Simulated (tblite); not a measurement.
Level: GFN2-xTB in tblite, geometry and Hessian alike; calculated harmonic values, unscaled, isolated species. Against measured fundamentals such values can be off by several per cent, at times by over 20. Modes of hydrogen on silicon can be 10 to 20 % off. One conformer each. Open shells enter through the occupations alone, without spin polarisation, and single modes of such species can be off by tens of per cent. Thermal functions are those of the rigid rotor and harmonic oscillator, without mixing of conformers.

**Question.** Order these by their zero-point energy, highest first (kJ/mol).
A. `COc1cc(Cl)cc2c1C=C2`
B. `[SiH3]O[C@@]12C=CC[C@@H]1C2`
C. `C=C([C](Cl)Cl)C(F)(F)F` [radical]
D. `COC(C)(C)[C@H](Br)C(F)(F)F`
E. `[CH+]=[C][C@@H]([SiH3])[C@@H](C)C=O` [radical]

**Answer.** D (406.4), B (362.7), E (345.3), A (339.3), C (134.5).

| SMILES | atoms | mass (u) | symmetry number | modes under 300 cm⁻¹ | ZPE (kJ/mol) | S translation (J/(mol K)) | S rotation | S vibration | S spin | S | Cp |
| --- | --- | --- | --- | --- | --- | --- | --- | --- | --- | --- | --- |
| COC(C)(C)[C@H](Br)C(F)(F)F | 21 | 233.99 | 1 | 12 | 406.4 | 176.9 | 130.5 | 171.0 | 0.0 | 478.4 | 200.9 |
| [SiH3]O[C@@]12C=CC[C@@H]1C2 | 18 | 126.05 | 1 | 5 | 362.7 | 169.2 | 119.7 | 96.1 | 0.0 | 385.0 | 146.5 |
| [CH+]=[C][C@@H]([SiH3])[C@@H](C)C=O | 18 | 126.05 | 1 | 8 | 345.3 | 169.2 | 122.5 | 142.6 | 5.8 | 440.1 | 177.1 |
| COc1cc(Cl)cc2c1C=C2 | 18 | 166.02 | 1 | 8 | 339.3 | 172.6 | 129.0 | 106.1 | 0.0 | 407.7 | 164.6 |
| C=C([C](Cl)Cl)C(F)(F)F | 11 | 176.95 | 1 | 7 | 134.5 | 173.4 | 125.8 | 108.0 | 5.8 | 412.9 | 143.8 |

Entropies and Cp are for 298.15 K and 1 bar.
